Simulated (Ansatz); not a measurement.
Born–Oppenheimer molecular dynamics of H4O2Sn (7 atoms, charge 0, multiplicity 1). It starts at the highest image of a converged band. Of that band: The profile has 2 maxima (images 3, 7) with wells between them (image 6): this band takes more than one step, which may be the mechanism or a detour left from its start path. Neighbouring images differ by up to 1.9 eV, so the band resolves the path poorly. A vibrational analysis at the climbing image gives one clearly imaginary mode, 1019i cm⁻¹: a first-order saddle point.

These are results of Ansatz 0.2.0, RKS LDA/def2-SVP, not measurements.

```yaml
ensemble: NVE (velocity Verlet)
time_step: 0.5 fs
steps_asked: 200
starting_velocities_drawn_for: 300 K
seed: 9042
```

Frames 0.5 fs apart, positions in Å, forces in eV/Å.

Velocities at 0 fs (Å/ps):

```
Sn 0.71 0.68 0.95
O -1.81 -0.98 -7.50
H -6.04 -14.02 -3.38
H -23.34 3.45 -0.79
H 16.43 24.01 -11.13
O -3.35 -4.61 0.85
H 11.03 -4.98 9.22
```

```xyz
7
Properties=species:S:1:pos:R:3:forces:R:3 time_fs=0 energy_less_start_eV=0.000 T=300
Sn 0.187 0.067 -0.265 0.00 0.00 0.00
O 0.847 0.267 1.753 0.00 0.00 0.00
H 0.525 -0.484 2.298 0.00 0.00 0.00
H 1.725 -0.308 0.503 0.00 0.00 0.00
H -0.768 1.459 -0.639 0.00 0.00 0.00
O -1.245 -1.314 -0.225 0.00 0.00 0.00
H -0.863 -2.213 -0.228 0.00 0.00 0.00
7
Properties=species:S:1:pos:R:3:forces:R:3 time_fs=0.5 energy_less_start_eV=0.003 T=296
Sn 0.188 0.067 -0.265 -0.19 0.04 -0.14
O 0.846 0.267 1.749 -0.10 -0.22 0.25
H 0.522 -0.491 2.297 0.10 0.24 -0.17
H 1.713 -0.306 0.503 0.13 -0.04 0.04
H -0.759 1.471 -0.645 0.03 -0.07 0.02
O -1.247 -1.316 -0.225 0.09 -0.08 0.00
H -0.858 -2.216 -0.223 -0.06 0.13 0.00
7
Properties=species:S:1:pos:R:3:forces:R:3 time_fs=1 energy_less_start_eV=0.010 T=284
Sn 0.188 0.067 -0.264 -0.38 0.09 -0.28
O 0.845 0.266 1.746 -0.18 -0.41 0.47
H 0.519 -0.498 2.295 0.19 0.44 -0.31
H 1.702 -0.304 0.502 0.26 -0.07 0.09
H -0.751 1.483 -0.650 0.05 -0.14 0.04
O -1.248 -1.318 -0.224 0.18 -0.14 0.01
H -0.852 -2.218 -0.219 -0.11 0.24 -0.01
7
Properties=species:S:1:pos:R:3:forces:R:3 time_fs=1.5 energy_less_start_eV=0.021 T=268
Sn 0.188 0.068 -0.264 -0.57 0.12 -0.43
O 0.844 0.266 1.742 -0.24 -0.55 0.65
H 0.516 -0.503 2.292 0.25 0.59 -0.41
H 1.691 -0.303 0.502 0.38 -0.11 0.13
H -0.743 1.494 -0.656 0.08 -0.21 0.06
O -1.250 -1.321 -0.224 0.25 -0.17 0.02
H -0.847 -2.219 -0.214 -0.15 0.32 -0.02
7
Properties=species:S:1:pos:R:3:forces:R:3 time_fs=2 energy_less_start_eV=0.032 T=251
Sn 0.189 0.068 -0.264 -0.74 0.16 -0.56
O 0.843 0.265 1.738 -0.27 -0.62 0.78
H 0.515 -0.507 2.288 0.29 0.67 -0.46
H 1.681 -0.302 0.503 0.50 -0.15 0.17
H -0.734 1.505 -0.661 0.10 -0.27 0.08
O -1.252 -1.323 -0.223 0.31 -0.17 0.02
H -0.842 -2.220 -0.210 -0.18 0.37 -0.02
7
Properties=species:S:1:pos:R:3:forces:R:3 time_fs=2.5 energy_less_start_eV=0.043 T=235
Sn 0.189 0.068 -0.263 -0.90 0.18 -0.70
O 0.842 0.264 1.735 -0.28 -0.62 0.86
H 0.514 -0.509 2.283 0.29 0.69 -0.47
H 1.673 -0.301 0.503 0.61 -0.18 0.21
H -0.725 1.516 -0.666 0.11 -0.32 0.09
O -1.253 -1.325 -0.223 0.35 -0.13 0.03
H -0.838 -2.220 -0.205 -0.19 0.38 -0.03
7
Properties=species:S:1:pos:R:3:forces:R:3 time_fs=3 energy_less_start_eV=0.051 T=221
Sn 0.189 0.069 -0.263 -1.03 0.20 -0.82
O 0.841 0.263 1.732 -0.25 -0.55 0.89
H 0.513 -0.510 2.277 0.27 0.63 -0.42
H 1.666 -0.301 0.504 0.70 -0.21 0.24
H -0.716 1.525 -0.671 0.12 -0.36 0.11
O -1.255 -1.328 -0.222 0.37 -0.05 0.04
H -0.834 -2.219 -0.201 -0.18 0.34 -0.03
7
Properties=species:S:1:pos:R:3:forces:R:3 time_fs=3.5 energy_less_start_eV=0.058 T=211
Sn 0.190 0.069 -0.262 -1.13 0.20 -0.93
O 0.840 0.262 1.728 -0.20 -0.42 0.87
H 0.514 -0.509 2.270 0.22 0.51 -0.32
H 1.660 -0.301 0.506 0.76 -0.23 0.26
H -0.707 1.534 -0.676 0.12 -0.40 0.12
O -1.256 -1.330 -0.222 0.38 0.06 0.04
H -0.831 -2.217 -0.197 -0.15 0.27 -0.04
7
Properties=species:S:1:pos:R:3:forces:R:3 time_fs=4 energy_less_start_eV=0.063 T=203
Sn 0.190 0.069 -0.262 -1.21 0.19 -1.02
O 0.839 0.261 1.726 -0.12 -0.23 0.80
H 0.514 -0.507 2.262 0.14 0.32 -0.18
H 1.657 -0.301 0.508 0.80 -0.24 0.27
H -0.697 1.542 -0.680 0.12 -0.43 0.13
O -1.257 -1.333 -0.222 0.36 0.21 0.04
H -0.827 -2.215 -0.192 -0.11 0.17 -0.04
7
Properties=species:S:1:pos:R:3:forces:R:3 time_fs=4.5 energy_less_start_eV=0.068 T=195
Sn 0.190 0.070 -0.261 -1.25 0.17 -1.10
O 0.838 0.260 1.723 -0.01 0.01 0.70
H 0.516 -0.505 2.254 0.05 0.10 -0.01
H 1.655 -0.302 0.511 0.81 -0.25 0.27
H -0.687 1.549 -0.684 0.12 -0.44 0.14
O -1.259 -1.335 -0.221 0.34 0.37 0.04
H -0.825 -2.212 -0.188 -0.06 0.04 -0.04
7
Properties=species:S:1:pos:R:3:forces:R:3 time_fs=5 energy_less_start_eV=0.074 T=187
Sn 0.190 0.070 -0.261 -1.26 0.13 -1.17
O 0.837 0.259 1.720 0.10 0.27 0.58
H 0.517 -0.502 2.245 -0.05 -0.15 0.17
H 1.655 -0.304 0.515 0.80 -0.24 0.26
H -0.677 1.554 -0.688 0.10 -0.45 0.15
O -1.260 -1.337 -0.221 0.31 0.53 0.04
H -0.822 -2.209 -0.184 0.00 -0.08 -0.03
7
Properties=species:S:1:pos:R:3:forces:R:3 time_fs=5.5 energy_less_start_eV=0.080 T=178
Sn 0.190 0.070 -0.261 -1.24 0.08 -1.21
O 0.835 0.258 1.717 0.21 0.51 0.47
H 0.518 -0.499 2.237 -0.15 -0.40 0.35
H 1.657 -0.307 0.519 0.76 -0.23 0.24
H -0.667 1.559 -0.691 0.09 -0.45 0.15
O -1.261 -1.340 -0.220 0.28 0.68 0.04
H -0.819 -2.206 -0.180 0.05 -0.20 -0.03
```

Of the whole run (100 fs, mean temperature of the second half 1345 K): The conserved energy stayed within 0.13 meV per atom of its start (net change 0.011 meV per atom), so the integration is sound. The kinetic energy rose, since the run started high on the potential surface and went downhill. A run of 0.1 ps of so small a system gives no equilibrium averages. The orbitals stay closed-shell, which can raise the energy where a bond breaks towards radicals; this wasn't checked here.

The run took 4.2 min on 1 thread of Arm Neoverse V1, with other jobs on the host, peak memory 0.14 GiB.
